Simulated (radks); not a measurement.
All-electron atom: the nickel ion Ni+ in [Ar] 3d7 4p2 (not the ground configuration). All-electron calculation, Dirac Kohn-Sham, LDA (Slater exchange, Perdew-Wang correlation), spin-unpolarised, spherical densities, point nucleus; open shells are shared between the two j in proportion to 2j + 1. Program: a radial shooting solver on a logarithmic mesh with Libxc functionals.

X-ray form factor f0, the Fourier transform of the density (f0(0) = 27):

| sin(theta)/lambda (1/angstrom) | f0 (electrons) |
|---|---|
| 0.05 | 26.429 |
| 0.1 | 25.021 |
| 0.15 | 23.322 |
| 0.2 | 21.638 |
| 0.25 | 20.025 |
| 0.3 | 18.466 |
| 0.4 | 15.530 |
| 0.5 | 12.992 |
| 0.6 | 10.969 |
| 0.8 | 8.345 |
| 1 | 6.960 |
| 1.25 | 5.940 |
| 1.5 | 5.124 |
| 2 | 3.645 |
